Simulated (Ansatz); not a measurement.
A structure relaxed at PBE-D4/def2-SVP in Ansatz, charge 0, singlet:

| atom | x (Å) | y (Å) | z (Å) |
| --- | --- | --- | --- |
| B1 | 0.882 | -0.399 | -1.304 |
| F2 | -0.148 | -0.921 | -1.970 |
| F3 | 1.701 | -1.205 | -0.629 |
| F4 | 1.262 | 0.852 | -1.563 |
| P5 | -0.618 | 0.283 | 0.912 |
| H6 | -1.303 | -0.715 | 1.683 |
| H7 | -1.744 | 1.168 | 0.824 |
| H8 | -0.031 | 0.937 | 2.046 |

(1) Give its formula and point group.

(2) Summarise the bond lengths by kind (pairs closer than 1.2 times the sum of covalent radii, bridged metal pairs left out).

Answers

(1) BPH3F3. Point group C3v (tolerance 0.1 Å).

(2) 3 × B–F 1.33 Å; 3 × H–P 1.43 Å.

In the singlet geometry the species has come apart into loosely held pieces.
